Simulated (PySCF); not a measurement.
# ¹⁷O chemical shifts

Theory: geometry: GFN2-xTB, shieldings: GIAO PBE0/pcSseg-1, in PySCF 2.14 (one computed conformer, relativity neglected, no solvent, fast rotation and ring inversion assumed for equivalent nuclei).

Shieldings were converted by a linear fit to measured shifts: ¹⁷O: δ = 266.70 − 0.911σ (rms 10.7 ppm, 155 shifts, 12.2 ppm with the 3 outliers that the fit left out vs liquid water, solution or neat liquid). Occasional misses reach two or three times the rms, and more in compound classes unlike the fitted ones.

Q: Give the ¹⁷O shifts of `O=C1C[C@H](OCF)[SiH2]1`, `CO[C@@]1(F)[SiH2][C@@H]1C=O`, `O=C1CO[C@@H](CF)[SiH2]1`, `O=C1C[SiH2]O[C@@H]1CF`, `C[P@@H](=O)CCCO`.

A: 
```json
{"compound": "[O:1]=[C:2]1[CH2:3][C@H:4]([O:5][CH2:6][F:7])[SiH2:8]1", "environment": "O1: carbonyl oxygen", "δ (ppm)": "758.7"}
{"compound": "[O:1]=[C:2]1[CH2:3][C@H:4]([O:5][CH2:6][F:7])[SiH2:8]1", "environment": "O5: ether oxygen", "δ (ppm)": "60.2"}
{"compound": "[CH3:1][O:2][C@@:3]1([F:4])[SiH2:5][C@@H:6]1[CH:7]=[O:8]", "environment": "O8: aldehyde oxygen", "δ (ppm)": "566.9"}
{"compound": "[CH3:1][O:2][C@@:3]1([F:4])[SiH2:5][C@@H:6]1[CH:7]=[O:8]", "environment": "O2: ether oxygen", "δ (ppm)": "36.9"}
{"compound": "[O:1]=[C:2]1[CH2:3][O:4][C@@H:5]([CH2:6][F:7])[SiH2:8]1", "environment": "O1: carbonyl oxygen", "δ (ppm)": "734.1"}
{"compound": "[O:1]=[C:2]1[CH2:3][O:4][C@@H:5]([CH2:6][F:7])[SiH2:8]1", "environment": "O4: ether oxygen", "δ (ppm)": "10.5"}
{"compound": "[O:1]=[C:2]1[CH2:3][SiH2:4][O:5][C@@H:6]1[CH2:7][F:8]", "environment": "O1: ketone oxygen", "δ (ppm)": "565.6"}
{"compound": "[O:1]=[C:2]1[CH2:3][SiH2:4][O:5][C@@H:6]1[CH2:7][F:8]", "environment": "O5: oxygen bonded to C, Si, in a 5-membered ring", "δ (ppm)": "-14.0"}
{"compound": "[CH3:1][P@@H:2](=[O:3])[CH2:4][CH2:5][CH2:6][OH:7]", "environment": "O3: P=O oxygen", "δ (ppm)": "31.7"}
{"compound": "[CH3:1][P@@H:2](=[O:3])[CH2:4][CH2:5][CH2:6][OH:7]", "environment": "O7: alcohol oxygen", "δ (ppm)": "-8.9"}
```

Q: Order these by ¹⁷O shift, lowest first.
A. F[C@@H]1C[SiH2][Si@@](F)(O[SiH3])C1
B. C/C=C\[C@H](OCF)C(F)F
C. C=C[C@](C)(OCF)C(F)F

A: A (11.8 ppm, oxygen bonded to 2 Si), B (43.7 ppm, ether oxygen), C (83.2 ppm, ether oxygen).
